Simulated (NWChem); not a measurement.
The numbers come from NWChem runs, not from measurements. System: HF3Si, charge 1, spin multiplicity 2, at the geometry of a parent with another charge or spin, in a state set for the comparison that need not be this species' ground state. Its SCF solution wasn't tested for a lower state. Level: UPBE/def2-TZVP.

Output (cleaned and shortened):

```
             Northwest Computational Chemistry Package (NWChem) 7.3.0
             --------------------------------------------------------

                                NWChem Input Module
                                -------------------

 Scaling coordinates for geometry "geometry" by  1.889725989
 (inverse scale =  0.529177249)

 Turning off AUTOSYM since
 SYMMETRY directive was detected!

                             Geometry "geometry" -> ""
                             -------------------------

 Output coordinates in angstroms (scale by  1.889725989 to convert to a.u.)

  No.       Tag          Charge          X              Y              Z
 ---- ---------------- ---------- -------------- -------------- --------------
    1 Si                  14.0000     0.02592300     0.33280200     0.00000000
    2 F                    9.0000    -0.77100900    -0.18089900     1.30705200
    3 F                    9.0000    -0.77100900    -0.18089900    -1.30705200
    4 F                    9.0000     1.48604500    -0.35672700     0.00000000
    5 H                    1.0000     0.14082800     1.80750600     0.00000000

 Effective nuclear repulsion energy (a.u.)     183.6831001445

            Nuclear Dipole moment (a.u.)
            ----------------------------
        X                 Y               Z
 ---------------- ---------------- ----------------
    -0.0000132281     0.0000170075     0.0000000000

      Symmetry information
      --------------------

 Group name             Cs
 Group number              2
 Group order               2
 No. of unique centers     4

      Symmetry unique atoms

     1    2    4    5


 Summary of "ao basis" -> "" (spherical)
 ------------------------------------------------------------------------------
       Tag                 Description            Shells   Functions and Types
 ---------------- ------------------------------  ------  ---------------------
 *                         def2-tzvp                  on all atoms

  pbe96 is a nonlocal functional; adding pw91lda local functional.

                                 NWChem DFT Module
                                 -----------------

 Summary of "ao basis" -> "ao basis" (spherical)
 ------------------------------------------------------------------------------
       Tag                 Description            Shells   Functions and Types
 ---------------- ------------------------------  ------  ---------------------
 Si                        def2-tzvp                13       37   5s5p2d1f
 F                         def2-tzvp                11       31   5s3p2d1f
 H                         def2-tzvp                 4        6   3s1p

 Summary of "ao basis" -> "ao basis" (spherical)
 ------------------------------------------------------------------------------
       Tag                 Description            Shells   Functions and Types
 ---------------- ------------------------------  ------  ---------------------
 Si                        def2-tzvp                13       37   5s5p2d1f
 F                         def2-tzvp                11       31   5s3p2d1f
 H                         def2-tzvp                 4        6   3s1p

      Symmetry analysis of basis
      --------------------------

        a'         82
        a"         54

            General Information
            -------------------
          SCF calculation type: DFT
          Wavefunction type:  spin polarized.
          No. of atoms     :     5
          No. of electrons :    41
           Alpha electrons :    21
            Beta electrons :    20
          Charge           :     1
          Spin multiplicity:     2
          Use of symmetry is: on ; symmetry adaption is: on
          Maximum number of iterations: 100
          AO basis - number of functions:   136
                     number of shells:    50
          Convergence on energy requested:  1.00D-06
          Convergence on density requested:  1.00D-05
          Convergence on gradient requested:  5.00D-04

              XC Information
              --------------
          PerdewBurkeErnzerhof Exchange Functional  1.000
            Perdew 1991 LDA Correlation Functional  1.000 local
[...]
  ----- ------------  ---------------      ----- ------------  ---------------
    44      0.282230  2 F  py                75     -0.282230  3 F  py
    47      0.230631  2 F  py                78     -0.230631  3 F  py
    45      0.203429  2 F  pz                76      0.203429  3 F  pz
    48      0.162139  2 F  pz                79      0.162139  3 F  pz
    50      0.131795  2 F  py                81     -0.131795  3 F  py

 Vector   20  Occ=1.000000D+00  E=-6.396570D-01  Symmetry=a"
              MO Center= -2.0D-02, -2.3D-01,  4.2D-14, r^2= 2.7D+00
   Bfn.  Coefficient  Atom+Function         Bfn.  Coefficient  Atom+Function
  ----- ------------  ---------------      ----- ------------  ---------------
   107      0.303391  4 F  pz                43     -0.262356  2 F  px
    74      0.262356  3 F  px               110      0.244532  4 F  pz
    46     -0.211464  2 F  px                77      0.211464  3 F  px
    45     -0.152124  2 F  pz                76     -0.152124  3 F  pz
   113      0.142905  4 F  pz                49     -0.123573  2 F  px

 Vector   21  Occ=0.000000D+00  E=-6.336542D-01  Symmetry=a'
              MO Center=  4.1D-02,  5.2D-01,  5.9D-14, r^2= 2.7D+00
   Bfn.  Coefficient  Atom+Function         Bfn.  Coefficient  Atom+Function
  ----- ------------  ---------------      ----- ------------  ---------------
   106      0.228625  4 F  py                44      0.223655  2 F  py
    75      0.223655  3 F  py               132     -0.224770  5 H  s
   109      0.185967  4 F  py                47      0.182186  2 F  py
    78      0.182186  3 F  py                16     -0.158506  1 Si py
   131     -0.151899  5 H  s                  4     -0.122190  1 Si s

 Vector   22  Occ=0.000000D+00  E=-2.638777D-01  Symmetry=a"
              MO Center=  2.4D-01,  7.5D-01, -1.6D-09, r^2= 2.6D+00
   Bfn.  Coefficient  Atom+Function         Bfn.  Coefficient  Atom+Function
  ----- ------------  ---------------      ----- ------------  ---------------
    20      0.519234  1 Si pz                17      0.420171  1 Si pz
    27      0.316455  1 Si d -1              29     -0.179513  1 Si d  1
    14      0.162722  1 Si pz                 8     -0.138632  1 Si pz
   107     -0.137317  4 F  pz                22      0.131630  1 Si d -1
   113     -0.120288  4 F  pz               110     -0.108092  4 F  pz

 Vector   23  Occ=0.000000D+00  E=-2.638766D-01  Symmetry=a'
              MO Center= -1.2D-01,  7.8D-01,  1.6D-09, r^2= 2.6D+00
   Bfn.  Coefficient  Atom+Function         Bfn.  Coefficient  Atom+Function
  ----- ------------  ---------------      ----- ------------  ---------------
    18      0.517676  1 Si px                15      0.418934  1 Si px
    26      0.337412  1 Si d -2              12      0.162225  1 Si px
    21      0.144806  1 Si d -2               6     -0.138214  1 Si px
    28      0.133658  1 Si d  0             106     -0.130059  4 F  py
   103     -0.116147  4 F  s                109     -0.104139  4 F  py

   alpha - beta orbital overlaps
   -----------------------------

   alpha      1      2      3      4      5      6      7      8      9     10
    beta      1      2      3      4      5      8      6      7      9     10
 overlap   1.000  1.000  1.000  1.000  1.000  1.000  1.000  1.000  1.000  1.000

   alpha     11     12     13     14     15     16     17     18     19     20
    beta     11     12     15     13     14     17     16     21     18     19
 overlap   1.000  0.981  0.959  0.991  0.991  0.947  0.947  0.974  0.950  0.950

   alpha     21     22     23     24     25     26     27     28     29     30
    beta     20     24     22     23     25     26     27     28     29     30
 overlap   1.000  0.990  0.999  0.999  0.991  0.996  0.999  0.999  0.999  0.998

   alpha     31     32     33     34     35     36     37     38     39     40
    beta     31     32     33     34     35     36     37     38     39     40
 overlap   0.998  0.996  1.000  1.000  0.996  0.998  0.999  0.999  0.998  0.998

   alpha     41     42     43     44     45     46     47     48     49     50
    beta     41     42     43     44     45     46     47     48     49     50
 overlap   1.000  1.000  1.000  0.998  0.994  0.994  0.996  0.996  0.996  0.996

   alpha     51     52     53     54     55     56     57     58     59     60
    beta     51     52     53     54     55     56     57     58     59     60
 overlap   0.996  0.998  0.997  0.997  1.000  1.000  1.000  1.000  0.991  0.991

   alpha     61     62     63     64     65     66     67     68     69     70
    beta     62     61     63     64     65     66     67     68     69     70
 overlap   0.998  0.998  0.993  0.993  1.000  0.993  0.993  0.965  0.994  0.994

   alpha     71     72     73     74     75     76     77     78     79     80
    beta     71     72     73     74     75     76     78     77     79     80
 overlap   0.966  0.998  0.991  0.991  0.991  0.991  0.994  1.000  1.000  1.000

   alpha     81     82     83     84     85     86     87     88     89     90
    beta     81     83     82     85     84     86     87     88     89     90
 overlap   0.993  0.993  0.993  0.993  0.993  1.000  0.999  0.999  1.000  1.000

   alpha     91     92     93     94     95     96     97     98     99    100
    beta     91     92     93     94     95     96     97     98     99    101
 overlap   1.000  1.000  1.000  1.000  1.000  1.000  0.982  0.979  0.979  0.981

   alpha    101    102    103    104    105    106    107    108    109    110
    beta    100    105    102    103    104    107    106    108    109    110
 overlap   0.983  0.993  0.793  0.955  0.814  0.988  0.988  0.994  0.994  0.994

   alpha    111    112    113    114    115    116    117    118    119    120
    beta    111    112    113    114    115    116    117    118    119    120
 overlap   0.999  0.995  0.995  0.989  0.992  1.000  1.000  1.000  1.000  1.000

   alpha    121    122    123    124    125    126    127    128    129    130
    beta    121    122    123    124    125    126    127    128    129    130
 overlap   1.000  1.000  0.999  0.957  0.995  0.995  0.955  1.000  0.995  0.995

   alpha    131    132    133    134    135    136
    beta    131    132    133    134    135    136
 overlap   1.000  1.000  1.000  1.000  1.000  1.000

     --------------------------
     Expectation value of S2:
     --------------------------
      <S2> =      0.7535 (Exact =     0.7500)

 center of mass
 --------------
 x =  -0.00431269 y =  -0.05535105 z =   0.00000000

 moments of inertia (a.u.)
 ------------------
         267.443196504170          15.282503014434           0.000000000000
          15.282503014434         462.430030257961           0.000000000000
           0.000000000000           0.000000000000         266.255084842067

     Multipole analysis of the density
     ---------------------------------

     L   x y z        total         alpha         beta         nuclear
     -   - - -        -----         -----         ----         -------
     0   0 0 0      1.000000    -21.000000    -20.000000     42.000000

     1   1 0 0      0.110914      0.014125      0.096803     -0.000013
     1   0 1 0      1.416430      0.183765      1.232647      0.000017
     1   0 0 1     -0.000000     -0.000000     -0.000000      0.000000

     2   2 0 0    -17.781613    -64.873225    -62.198655    109.290266
     2   1 1 0      0.362849      3.439641      3.655154     -6.731946
     2   1 0 1      0.000000      0.000000      0.000000      0.000000
     2   0 2 0    -13.150472    -20.988353    -15.559753     23.397634
     2   0 1 1     -0.000000      0.000000     -0.000000      0.000000
     2   0 0 2    -17.811495    -65.139973    -62.485066    109.813544

 Task  times  cpu:        9.2s     wall:        9.2s

 Total times  cpu:        9.2s     wall:        9.2s
```

Problem. Write an NWChem input that would produce this output.

Solution. One answer among several that fit: 
```
start mol
memory heap 200 mb stack 900 mb global 1100 mb
charge 1
geometry units angstroms nocenter noautoz
  Si     0.025923     0.332802     0.000000
  F     -0.771009    -0.180899     1.307052
  F     -0.771009    -0.180899    -1.307052
  F      1.486045    -0.356727     0.000000
  H      0.140828     1.807506     0.000000
  symmetry group Cs
end
basis spherical
  * library def2-tzvp
end
dft
  xc xpbe96 cpbe96
  odft
  mult 2
  semidirect memsize 60000000 filesize 0
  iterations 100
end
task dft energy
```
